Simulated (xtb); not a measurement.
BiH₂Cl, SMILES [Cl][BiH2]. All values are semi-empirical tight-binding results from xtb (GFN2-xTB unless named), good for trends rather than for accurate numbers. The structure is a stationary point at GFN2-xTB.

For metal compounds this method's bond lengths and energies can be far off.

Computed properties:
- point group as xtb finds it = Cs
- orbital gap = 5.08 eV
- zero-point energy = 8.3 kcal/mol
- G − E(el) at 298.15 K (modified RRHO) = -9.3 kcal/mol
